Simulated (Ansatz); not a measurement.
`[CH3][Al]([OH])[SiH2]F` + H₂O → `[CH3][Al]([OH])[SiH2]O` + H–F  (formal hydrolysis of the Si–F bond)

Gas-phase electronic energies from Ansatz, PBE0-D4/def2-TZVP geometries. CCSD(T)/CBS is the MP2 limit (def2-TZVPP, def2-QZVPP) plus CCSD(T) − MP2 in def2-TZVPP, frozen cores. This one scheme is used for every species. DFT in def2-TZVPP. B3LYP here is the variant with VWN-RPA as its local correlation; programs differ in this. One conformer a species, not always the lowest.

Q: Is it downhill or uphill in electronic energy at CCSD(T)/CBS, and by how much? (An estimate is asked.)

A: The calculation gave: Uphill: ΔE = +48.3 kJ/mol.

Q: What do these levels give: PBE-D4, r2SCAN-D4, B3LYP-D4, B2PLYP, r2SCAN, PBE0, B3LYP, MP2/def2-TZVPP, SCS-MP2/def2-TZVPP, CCSD/def2-TZVPP, HF/def2-QZVPP, SCS-MP2/def2-QZVPP? (Best estimate.)

A: Ansatz gave: PBE-D4 46.2, r2SCAN-D4 49.4, B3LYP-D4 50.2, B2PLYP 50.7, r2SCAN 49.9, PBE0 47.8, B3LYP 53.0, MP2/def2-TZVPP 45.4, SCS-MP2/def2-TZVPP 48.2, CCSD/def2-TZVPP 48.5, HF/def2-QZVPP 57.7, SCS-MP2/def2-QZVPP 49.4 kJ/mol.

Largest T1 diagnostic among the species: 0.012.

In def2-TZVPP, CCSD(T) changes the Hartree–Fock value by −9.6 kJ/mol (the triples alone add −1.6 kJ/mol) and MP2 by −11.1 kJ/mol.
